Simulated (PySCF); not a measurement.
C₂H₅O₂, charge +1, singlet, at a GFN2-xTB geometry; TPSS/6-31G* in PySCF.

Here is a job for PySCF.
```python
from pyscf import gto, scf, dft

mol = gto.Mole()
mol.atom = '''
    C    -1.395710    0.143204    0.067479
    C     0.059458   -0.014833   -0.018194
    O     0.548486   -0.533557   -1.063888
    O     0.867484    0.348758    0.912558
    H    -1.659795    1.202130    0.137547
    H    -1.879424   -0.282290   -0.809453
    H    -1.788327   -0.335092    0.967853
    H     1.524551   -0.625261   -1.099834
    H     0.492742    0.748688    1.718822
'''
mol.basis = '6-31g*'
mol.charge = 1
mol.spin = 0
mol.verbose = 4
mol.build()

mf = dft.RKS(mol)
mf.xc = 'tpss'
mf.kernel()
mf.analyze()
```

Output, abridged:

```
PySCF version 2.14.0

[INPUT] verbose = 4
[INPUT] num. atoms = 9
[INPUT] num. electrons = 32
[INPUT] charge = 1
[INPUT] spin (= nelec alpha-beta = 2S) = 0
[INPUT] symmetry False subgroup None
[INPUT] Mole.unit = angstrom
[INPUT] Symbol           X                Y                Z      unit          X                Y                Z       unit  Magmom
[INPUT]  1 C     -1.395710000000   0.143204000000   0.067479000000 AA   -2.637509649317   0.270616339942   0.127516829160 Bohr   0.0
[INPUT]  2 C      0.059458000000  -0.014833000000  -0.018194000000 AA    0.112359335914  -0.028030307606  -0.034381677110 Bohr   0.0
[INPUT]  3 O      0.548486000000  -0.533557000000  -1.063888000000 AA    1.036488323158  -1.008276601845  -2.010456947211 Bohr   0.0
[INPUT]  4 O      0.867484000000   0.348758000000   0.912558000000 AA    1.639307177442   0.659057103751   1.724484692781 Bohr   0.0
[INPUT]  5 H     -1.659795000000   1.202130000000   0.137547000000 AA   -3.136557972922   2.271696466123   0.259926159256 Bohr   0.0
[INPUT]  6 H     -1.879424000000  -0.282290000000  -0.809453000000 AA   -3.551596631935  -0.533450787703  -1.529644480708 Bohr   0.0
[INPUT]  7 H     -1.788327000000  -0.335092000000   0.967853000000 AA   -3.379448251165  -0.633232106533   1.828977098839 Bohr   0.0
[INPUT]  8 H      1.524551000000  -0.625261000000  -1.099834000000 AA    2.880983852932  -1.181572046372  -2.078385042485 Bohr   0.0
[INPUT]  9 H      0.492742000000   0.748688000000   1.718822000000 AA    0.931147430070   1.414815272748   3.248102836877 Bohr   0.0

nuclear repulsion = 131.033299618303
number of shells = 34
number of NR pGTOs = 128
number of NR cGTOs = 66
basis = 6-31g*
ecp = {}

******** <class 'pyscf.dft.rks.RKS'> ********
method = RKS
initial guess = minao
damping factor = 0
level_shift factor = 0
DIIS = <class 'pyscf.scf.diis.CDIIS'>
diis_start_cycle = 1
diis_space = 8
diis_damp = 0
SCF conv_tol = 1e-09
SCF conv_tol_grad = None
SCF max_cycles = 50
direct_scf = True
direct_scf_tol = 1e-13
XC library pyscf.dft.libxc version 7.1.2
    S. Lehtola, C. Steigemann, M. J. T. Oliveira, and M. A. L. Marques,  SoftwareX 7, 1–5 (2018)
XC functionals = tpss
    J. Tao, J. P. Perdew, V. N. Staroverov, and G. E. Scuseria,  Phys. Rev. Lett. 91, 146401 (2003)
    J. P. Perdew, J. Tao, V. N. Staroverov, and G. E. Scuseria,  J. Chem. Phys. 120, 6898 (2004)
    J. Tao, J. P. Perdew, V. N. Staroverov, and G. E. Scuseria,  Phys. Rev. Lett. 91, 146401 (2003)
    J. P. Perdew, J. Tao, V. N. Staroverov, and G. E. Scuseria,  J. Chem. Phys. 120, 6898 (2004)
radial grids:
    Treutler-Ahlrichs [JCP 102, 346 (1995); DOI:10.1063/1.469408] (M4) radial grids

becke partition: Becke, JCP 88, 2547 (1988); DOI:10.1063/1.454033
pruning grids: <function nwchem_prune>
grids dens level: 3
symmetrized grids: False
atomic radii adjust function: <function treutler_atomic_radii_adjust>
small_rho_cutoff = 0
Set gradient conv threshold to 3.16228e-05
Initial guess from minao.
tot grids = 105440
init E= -230.200143257035
  HOMO = -0.413580493697059  LUMO = -0.0945459343634818  gap/eV = 8.68137
cycle= 1 E= -229.290552552394  delta_E= 0.91  |g|= 0.82  |ddm|= 2.72
  HOMO = -0.470092663944762  LUMO = -0.296460680753878  gap/eV = 4.72477
cycle= 2 E= -228.994842897415  delta_E= 0.296  |g|= 1.49  |ddm|= 1.38
  HOMO = -0.555832836917227  LUMO = -0.292983681154749  gap/eV = 7.15249
cycle= 3 E= -229.413264236239  delta_E= -0.418  |g|= 0.156  |ddm|= 0.958
  HOMO = -0.566192657008004  LUMO = -0.301145792180254  gap/eV = 7.21229
cycle= 4 E= -229.418386551872  delta_E= -0.00512  |g|= 0.0645  |ddm|= 0.168
  HOMO = -0.564090737071959  LUMO = -0.300714875176776  gap/eV = 7.16682
cycle= 5 E= -229.419030756836  delta_E= -0.000644  |g|= 0.0349  |ddm|= 0.0627
  HOMO = -0.564047447691694  LUMO = -0.299480407853297  gap/eV = 7.19924
cycle= 6 E= -229.419277563712  delta_E= -0.000247  |g|= 0.00556  |ddm|= 0.0282
  HOMO = -0.56379020250626  LUMO = -0.299139493266063  gap/eV = 7.20151
cycle= 7 E= -229.419283912537  delta_E= -6.35e-06  |g|= 0.00123  |ddm|= 0.00453
  HOMO = -0.56401067017981  LUMO = -0.299338796427934  gap/eV = 7.20209
cycle= 8 E= -229.419284235344  delta_E= -3.23e-07  |g|= 0.000263  |ddm|= 0.00125
  HOMO = -0.563977493102409  LUMO = -0.299295028200686  gap/eV = 7.20238
cycle= 9 E= -229.419284252519  delta_E= -1.72e-08  |g|= 3.72e-05  |ddm|= 0.000262
  HOMO = -0.563983366624783  LUMO = -0.299299870227256  gap/eV = 7.20240
cycle= 10 E= -229.419284252826  delta_E= -3.07e-10  |g|= 4.11e-06  |ddm|= 3.77e-05
  HOMO = -0.563983058520898  LUMO = -0.299299579056533  gap/eV = 7.20240
Extra cycle  E= -229.419284252824  delta_E= 1.53e-12  |g|= 5.15e-06  |ddm|= 8.36e-06
converged SCF energy = -229.419284252824
**** SCF Summaries ****
Total Energy =                        -229.419284252824212
Nuclear Repulsion Energy =             131.033299618303005
One-electron Energy =                 -563.302340379374982
Two-electron Energy =                  202.849756508247765
Two-electron Coulomb Energy =          232.517211828408819
DFT Exchange-Correlation Energy =      -29.667455320161046
HOMO-LUMO gap [eV] =                     7.202404332821575
**** MO energy ****
MO #1   energy= -19.222559532488   occ= 2
MO #2   energy= -19.2219760277949  occ= 2
MO #3   energy= -10.4152443028173  occ= 2
MO #4   energy= -10.2233443825994  occ= 2
MO #5   energy= -1.33888909820803  occ= 2
MO #6   energy= -1.26112897359096  occ= 2
MO #7   energy= -0.954952257579325 occ= 2
MO #8   energy= -0.864297065215919 occ= 2
MO #9   energy= -0.821872275914016 occ= 2
MO #10  energy= -0.696871473920081 occ= 2
MO #11  energy= -0.689865799550324 occ= 2
MO #12  energy= -0.616531524786697 occ= 2
MO #13  energy= -0.591278819858444 occ= 2
MO #14  energy= -0.583773859489276 occ= 2
MO #15  energy= -0.571395760674772 occ= 2
MO #16  energy= -0.563983058520898 occ= 2
MO #17  energy= -0.299299579056533 occ= 0
MO #18  energy= -0.176767330850588 occ= 0
MO #19  energy= -0.155136241123726 occ= 0
MO #20  energy= -0.0743377498247937 occ= 0
MO #21  energy= -0.0595678997269489 occ= 0
MO #22  energy= -0.0421772041130781 occ= 0
MO #23  energy= -0.0337651900088729 occ= 0
MO #24  energy= 0.0525142139806754 occ= 0
 ** Mulliken pop on meta-lowdin orthogonal AOs  **
 ** Mulliken pop  **
 ** Mulliken atomic charges  **
charge of    0C =     -0.33627
charge of    1C =      0.56272
charge of    2O =     -0.25523
charge of    3O =     -0.29472
charge of    4H =      0.17829
charge of    5H =      0.17781
charge of    6H =      0.17464
charge of    7H =      0.39432
charge of    8H =      0.39845

WARN: System has nonzero charge 1; the dipole moment is origin-dependent.
Location of origin: [0. 0. 0.]

Dipole moment(X, Y, Z, Debye):  0.12056,  0.69233,  1.46083
```
